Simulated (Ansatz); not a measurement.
Basis-set extrapolation for C2H7OSi, SMILES `[CH2]C[SiH2]O` radical (PBE0-D4/def2-TZVP geometry, frozen core, the Gaussian-basis code of Ansatz). Multiplicity 2, UHF reference.

```tsv
	def2-TZVPP	def2-QZVPP
HF	-443.690370	-443.707194
MP2 correlation	-0.687920	-0.738221
CCSD(T) correlation	-0.759275	not run
```

Energies in hartree. Use E(X) = E(∞) + A·exp(−7.88·√X) for Hartree–Fock and E(X) = E(∞) + B·X^(−2.97) for correlation, with X = 3 and 4, and add CCSD(T) minus MP2 of the smaller set to the MP2 limit.

Q: What is the CCSD(T) energy at the basis-set limit?

A: HF limit: -443.707194 + (-0.016824) × 0.13774 = -443.70951. MP2 limit: -0.738221 + (-0.050301) × 0.74074 = -0.77548. Higher-order term: -0.759275 − (-0.687920) = -0.07136. Total: -444.55635 hartree, 280.2 kJ/mol below CCSD(T)/def2-TZVPP.
